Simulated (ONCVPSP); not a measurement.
## Configuration tests for manganese (Mn) (ONCV)

| Property | Result |
| --- | --- |
| Element | manganese |
| Generator | ONCVPSP 4.0.1 |
| Type | optimised norm-conserving Vanderbilt (ONCV) |
| Functional | PBEsol |
| Relativity | non-relativistic |
| Frozen core | [Ar] |
| Valence charge | 7 |
| Reference configuration | 3d5 4s2 |
| Partial waves | 4s: rc 1.90 bohr, ncon 3, nbas 7, qcut 3.5 1/bohr, 2 projectors, debl 2.1 Ha; p scattering state at 0.4 Ha: rc 1.95 bohr, ncon 3, nbas 7, qcut 4.6 1/bohr, 2 projectors, debl 2.6 Ha; 3d: rc 1.60 bohr, ncon 3, nbas 8, qcut 8.6 1/bohr, 2 projectors, debl 4 Ha |
| Local potential | polynomial inside 1.15 bohr (lpopt 2, dvloc0 1 Ha) |
| Core correction | polynomial model core, fcfact 0.65 |

Energies are relative to the spin-unpolarised reference configuration 3d5 4s2; without spin polarisation the order of configurations can differ from experiment.

```csv
valence configuration,charge,ΔE all-electron (eV),error AE − PS (meV)
3d5 4s1,+1,8.321,-6.1
3d4 4s0,+3,56.329,-136
3d6 4s0,+1,6.371,-163
```

Problem. What are ΔE and the potential's error for 3d5 4s0?

Solution. ΔE = 23.649 eV all-electron; the error (AE − PS) is -38 meV.

Note: no bound ghost flagged; GHOST(+) flagged for s at 50.7 eV, p at 115.2 eV, s at 485.0 eV.
